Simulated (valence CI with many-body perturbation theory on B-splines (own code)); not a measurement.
## Nd XLVII: fill in the table

Computed by configuration interaction combined with many-body perturbation theory (CI+MBPT): four valence electrons over a frozen Dirac-Fock core [Ne], radial functions for each j: 11 s, 11 p, 9 d, 7 f, 5 g, 2 h, 1 i, with the one-electron correlation potential Σ1 (screened to all orders), the two-electron term Σ2, the three-electron term Σ3, Breit, model QED; selected single and double excitations, second order for the rest (own B-spline code, finite nucleus).

The last digits are not significant, and no measured levels were compared; by estimate large intervals hold to a few tenths of a per cent, small ones and those within an open d or f shell to about a per cent.

```tsv
Level	E (× 10³ cm⁻¹)
(3s^2 3p1/2^2) J=0	0.00
(3s^2 3p1/2 3p3/2) J=1	1004.7
(3s^2 3p1/2 3p3/2) J=2	1063.7
(3s 3p1/2^2 3p3/2) J=2	?
(3s^2 3p3/2^2) J=2	?
(3s 3p1/2^2 3p3/2) J=1	2157.5
(3s^2 3p3/2^2) J=0	2238.9
(3s^2 3p1/2 3d3/2) J=2	?
(3s^2 3p1/2 3d3/2) J=1	?
(3s^2 3p1/2 3d5/2) J=2	2693.5
(3s^2 3p1/2 3d5/2) J=3	2710.9
(3s 3p1/2 3p3/2^2) J=2 [a]	2983.3
(3s 3p1/2 3p3/2^2) J=3	?
(3s 3p1/2 3p3/2^2) J=0	3138.5
(3s 3p1/2 3p3/2^2) J=1 [a]	3218.0
(3s 3p1/2 3p3/2^2) J=2 [b]	?
(3s 3p1/2 3p3/2^2) J=1 [b]	3300.5
(3s 3p1/2^2 3d3/2) J=1	3358.5
(3s 3p1/2^2 3d3/2) J=2	3398.8
(3s^2 3p3/2 3d3/2) J=3	3605.6
```

Levels are named by their leading jj configuration (3d3/2^4 stands for four electrons in 3d with j = 3/2), which in mixed levels can hold well under half, so a name can repeat and another be missing. Letters in brackets count levels of one name in rising energy.

Question: The levels stand in rising order. What does the calculation give for the missing energies?

Answer: (3s 3p1/2^2 3p3/2) J=2 1976.7; (3s^2 3p3/2^2) J=2 2111.3; (3s^2 3p1/2 3d3/2) J=2 2364.8; (3s^2 3p1/2 3d3/2) J=1 2617.9; (3s 3p1/2 3p3/2^2) J=3 3068.2; (3s 3p1/2 3p3/2^2) J=2 [b] 3236.2.
